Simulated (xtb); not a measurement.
xtb input:

```bash
xtb mol.xyz --gfn 2 --sp --chrg 0 --uhf 0
```
mol.xyz:
```
2

B     -0.00000000    -0.00000000    -0.20551333
H      0.00000000     0.00000000     1.02756663
```

**Question.** Predict the final energy.

**Answer.** -1.56215 Eh (GFN2-xTB).
